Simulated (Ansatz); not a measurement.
Born–Oppenheimer molecular dynamics of F$_{3}$H$_{5}$OSiZr (11 atoms, charge 0, multiplicity 1). It starts at the highest image of a converged band. Of that band: Beside the main top the profile has a ripple of under 15 meV (maxima at images 2, 6), which may be a very shallow well or noise. Neighbouring images differ by up to 1.6 eV, so the band resolves the path poorly. A vibrational analysis at the climbing image gives one clearly imaginary mode, 331i cm⁻¹: a first-order saddle point.

Computed with RKS PBE/def2-SVP in Ansatz.

```json
{
 "ensemble": "NVE (velocity Verlet)",
 "time step": "0.5 fs",
 "steps asked": "200",
 "starting velocities drawn for": "300 K",
 "seed": "9317"
}
```

First frame:

```xyz
11
Properties=species:S:1:pos:R:3
Zr 0.420 0.077 -0.374
F 1.298 0.235 1.524
F 1.389 1.657 -0.885
O -1.444 0.411 -0.094
H -2.349 0.722 -0.233
F 0.610 -0.871 -2.038
Si 0.863 -2.516 0.910
H -0.097 -3.393 1.690
H 2.114 -3.366 0.813
H 1.423 -1.874 2.385
H 1.352 -1.020 2.012
```

**Question.** How far do the bonds stretch over the last three quarters of this one trajectory? (Pairs bonded in most of those frames.)

**Answer.** 
| bond | mean (Å) | spread (Å) | shortest | longest |
| --- | --- | --- | --- | --- |
| Zr1–F2 | 2.340 | 0.116 | 2.16 | 2.51 |
| Zr1–F3 | 1.921 | 0.008 | 1.91 | 1.93 |
| Zr1–O4 | 1.912 | 0.010 | 1.89 | 1.92 |
| Zr1–F6 | 1.907 | 0.039 | 1.86 | 1.97 |
| Zr1–Si7 | 2.931 | 0.129 | 2.69 | 3.07 |
| F2–H11 | 1.021 | 0.053 | 0.95 | 1.20 |
| O4–H5 | 0.970 | 0.005 | 0.96 | 0.98 |
| Si7–H8 | 1.521 | 0.065 | 1.43 | 1.61 |
| Si7–H9 | 1.511 | 0.013 | 1.49 | 1.53 |
| Si7–H10 | 1.576 | 0.031 | 1.53 | 1.63 |

Mean temperature of the second half: 243 K. The conserved energy stayed within 0.08 meV per atom of its start (net change 0.045 meV per atom), so the integration is sound. A run of 0.1 ps of so small a system gives no equilibrium averages. The orbitals stay closed-shell, which can raise the energy where a bond breaks towards radicals; this wasn't checked here.

The run took 5 min on 4 threads of Intel(R) Xeon(R) CPU @ 2.60GHz (Ice Lake), on a shared host, peak memory 0.2 GiB.
